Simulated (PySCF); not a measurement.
# Te(2+) (tellurium, charge +2) across methods

[Kr] 4d10 5s2 5p1 6s1, high-spin 3P determinant (an excited configuration). All numbers are calculated (PySCF 2.14, scalar relativity by spin-free X2C-1e, in aug-cc-pwCVTZ-DK3 with one added diffuse shell each of s, p, d, f type (11s10p8d5f1g, 125 functions)).

| method | E (hartree) | mean ε 5s β (eV) | mean ε 5p α (eV) | mean ε 6s α (eV) | Σ⟨r²⟩ (bohr²) | ⟨S²⟩ |
| --- | --- | --- | --- | --- | --- | --- |
| PBE0 | -6791.66 | -36.548 | -26.963 | -13.052 | 54.38 | 2.002 |
| UHF | -6789.19134 | -38.548 | -30.023 | -13.995 | 55.43 | 2.006 |
| PBE | -6791.59 | -35.475 | -25.675 | -12.596 | 54.13 | 2.001 |
| PBEsol | -6788.57 | -35.539 | -25.686 | -12.619 | 53.94 | 2.001 |
| LDA | -6785.64 | -35.967 | -25.776 | -12.657 | 53.76 | 2.001 |

(1) Estimate the same row for CAM-B3LYP.

The outer electron is Rydberg-like, and this basis confines it to a smaller radius and binds it less than a complete one would.

Answers

(1) E (hartree) = -6792.37; mean ε 5s β (eV) = -38.277; mean ε 5p α (eV) = -28.310; mean ε 6s α (eV) = -13.751; Σ⟨r²⟩ (bohr²) = 54.38; ⟨S²⟩ = 2.002.
